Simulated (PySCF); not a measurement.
dimethyl telluride (C2H6Te), SMILES C[Te]C. Atoms are numbered in the order given.

```xyz
9

C      1.5869     0.0000    -1.0854
Te     0.0000     0.0000     0.4026
C     -1.5869     0.0000    -1.0854
H      1.5122     0.9031    -1.7049
H      2.5436     0.0000    -0.5457
H      1.5122    -0.9031    -1.7049
H     -1.5122     0.9031    -1.7049
H     -2.5436     0.0000    -0.5457
H     -1.5122    -0.9031    -1.7049
```

Geometry optimised at B3LYP-D3(BJ)/def2-SVP. The def2 effective core potentials stand for the cores of Te; spin–orbit coupling is left out.

These are PBE/def2-TZVPD (PySCF) values and carry that method's errors.

Isolated molecule, no solvent.

Computed frontier levels, gap, dipole moment and polarisability:
```json
{
 "highest_occupied_level": "-4.68 eV",
 "lowest_empty_level": "-1.45 eV",
 "orbital_gap": "3.22 eV",
 "dipole_moment": "1.22 D",
 "quadrupole, principal values (traceless, Buckingham form, about the centre of nuclear charge)": "-4.66, 0.51, 4.14 D·Å",
 "mean_static_polarisability": "73.8 bohr³ (10.93 Å³)",
 "polarisability_principal_values": "64.8, 74.1, 82.4 bohr³"
}
```
